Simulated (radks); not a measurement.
Problem. These are the eigenvalues of the occupied orbitals of an atom or ion with whole-number occupations (eV). Method: scalar-relativistic Kohn-Sham, r2SCAN, spin-polarised, spherical densities, finite nucleus; meta-GGA in the generalised Kohn-Sham scheme; Fermi nuclear charge, rms radius of each element as measured or else 0.836 A^(1/3) + 0.57 fm; computed with a radial shooting solver on a logarithmic mesh with Libxc functionals.

orbital  eigenvalue
1s        -4313.862
2s        -938.8766

Which element is it, and in what charge state? The configuration may be excited. Open shells, if any, are filled with parallel spins first.

Solution. Z = 19, potassium, charge +15: K15+ in [He] 2s2. The 1s level, -158.53 hartree, gives Z - s = 17.8 by -(Z - s)^2/2, which with screening and relativity narrows Z to a few neighbours, and with so few levels the electron count can be read from the list.
